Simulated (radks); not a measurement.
Results of a calculation; reference values are marked as such.
Mean orbital radii <r> (bohr) of the manganese ion Mn+, [Ar] 3d5 4s1, at several levels of relativity; Dirac values are averaged over j with weights 2j + 1. Spin-unpolarised spherical Kohn-Sham, PBE, point nucleus unless stated (finite: rms radius 3.7057 fm), a radial shooting solver on a logarithmic mesh with Libxc functionals. A level marked "c x" has the speed of light scaled by that factor and shares open shells by 2j + 1; other Dirac levels either fill j = l - 1/2 first or share by 2j + 1.

| shell | non-rel. | scalar-rel. | Dirac, 2j+1 shares | Dirac, low j first | change of magnitude, last against first (%) |
|---|---|---|---|---|---|
| 1s | 0.06157 | 0.06090 | 0.06090 | 0.06090 | -1.08 |
| 2s | 0.2824 | 0.2794 | 0.2792 | 0.2792 | -1.13 |
| 2p | 0.2482 | 0.2471 | 0.2470 | 0.2470 | -0.48 |
| 3s | 0.8604 | 0.8519 | 0.8519 | 0.8520 | -0.98 |
| 3p | 0.9078 | 0.9046 | 0.9046 | 0.9047 | -0.34 |
| 3d | 1.180 | 1.187 | 1.187 | 1.188 | +0.71 |
| 4s | 2.836 | 2.808 | 2.808 | 2.809 | -0.93 |
